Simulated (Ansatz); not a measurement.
All numbers were calculated with Ansatz.

A structure relaxed at PBE0-D4/def2-TZVP, charge 0, multiplicity 1:

```tsv
atom	x (Å)	y (Å)	z (Å)
C1	0.5504	-0.1309	2.2985
B2	-0.2035	0.6920	1.2122
Al3	-0.7221	-0.0017	-0.7463
O4	-2.2817	-0.6144	-1.1014
In5	0.8211	-0.0653	-2.9349
H6	0.5299	-1.2181	2.2083
H7	0.3154	0.1618	3.3259
H8	1.6033	0.1737	2.1526
H9	-0.3955	1.8529	1.4794
H10	-2.9811	-0.6691	-0.4514
H11	0.9259	1.2351	-4.0880
H12	1.8378	-1.4160	-3.3551
```

(1) Give its formula and SMILES.

(2) Summarise the bond lengths by kind.

Answers

(1) CH7AlBInO, `C[BH][Al]([OH])[InH2]`.

(2) 1 × B–C 1.557 Å; 3 × C–H 1.091 to 1.106 Å; 1 × Al–B 2.141 Å; 1 × B–H 1.207 Å; 1 × Al–O 1.713 Å; 1 × Al–In 2.679 Å; 1 × H–O 0.956 Å; 2 × H–In 1.741 to 1.742 Å.
